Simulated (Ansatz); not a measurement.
Basis-set extrapolation for `[SiH3]O[SiH](S)Cl` (PBE0-D4/def2-TZVP geometry, frozen core, Ansatz 0.2.0). Multiplicity 1, RHF reference.

|  | def2-TZVPP | def2-QZVPP |
| --- | --- | --- |
| HF | -1512.943138 | -1512.989941 |
| MP2 correlation | -0.841610 | -0.915871 |
| CCSD(T) correlation | -0.939544 | not run |

Energies in hartree. Use E(X) = E(∞) + A·exp(−7.88·√X) for Hartree–Fock and E(X) = E(∞) + B·X^(−2.97) for correlation, with X = 3 and 4, and add CCSD(T) minus MP2 of the smaller set to the MP2 limit.

Problem. What is the CCSD(T) energy at the basis-set limit?

Solution. HF limit: -1512.989941 + (-0.046803) × 0.13774 = -1512.99639. MP2 limit: -0.915871 + (-0.074261) × 0.74074 = -0.97088. Higher-order term: -0.939544 − (-0.841610) = -0.09793. Total: -1514.06520 hartree, 114.5 kcal/mol below CCSD(T)/def2-TZVPP.
